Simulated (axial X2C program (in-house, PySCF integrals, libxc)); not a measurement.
## Correcting the dissociation energy of ZrCl for spin–orbit coupling

A spin-free CCSD(T) curve (one-electron X2C) was computed with an in-house relativistic program for diatomic molecules, basis Zr dyall-cv3z [11s12p9d6f3g], Cl dyall-av3z [9s8p3d2f] (cores contracted in-house), for the state M_S = 3/2, Λ = 0 (beyond evenly filled blocks: σα, δ+α, δ-α). It gives D0 = 4.315 eV to Zr + Cl, which in a spin-free picture are the weighted means of the ground terms.

Correlated methods: 19 electrons correlated (number of frozen shells: Zr 3 s, 2 p, 1 d; Cl 2 s, 1 p), 307 virtual spin orbitals or spinors in MP2, 110 natural virtuals in coupled cluster.

Measured levels of the ground terms (NIST Handbook of Basic Atomic Spectroscopic Data), in cm⁻¹: Zr 3F: J = 2 at 0, J = 3 at 570.4, J = 4 at 1240.8; Cl 2P: J = 3/2 at 0, J = 1/2 at 882.4.

The molecular state has Λ = 0, so it has no first-order lowering.

Q: How far does each ground level lie under the (2J+1)-weighted mean of its term?

A: Zr: (5 × 0 + 7 × 570.4 + 9 × 1240.8)/21 = 722 cm⁻¹; Cl: (4 × 0 + 2 × 882.4)/6 = 294 cm⁻¹.

Q: Correct D0.

A: D0 = 4.315 + (0 − 1016)/8065.5 = 4.189 eV at CCSD(T) with these spin–orbit terms.

Second-order spin–orbit effects in the molecule, which grow quickly with Z, are left out. The state is a single determinant with fixed occupations, the lowest that a limited PBE0 search found. De is counted from the lowest determinant-based energies of the atoms at the same level, without counterpoise correction. CCSD and (T) use frozen natural virtuals with an MP2 correction for the truncation; (T) itself is uncorrected, so its De runs slightly low. Other states lie close and PBE0, whose exact exchange favours high spin, may order them wrongly; the determinant shown need not be the ground state. The nearest other spin-free determinant of the search, M_S = 3/2, Λ = 3, lies 0.19 eV up at the distance of the search.
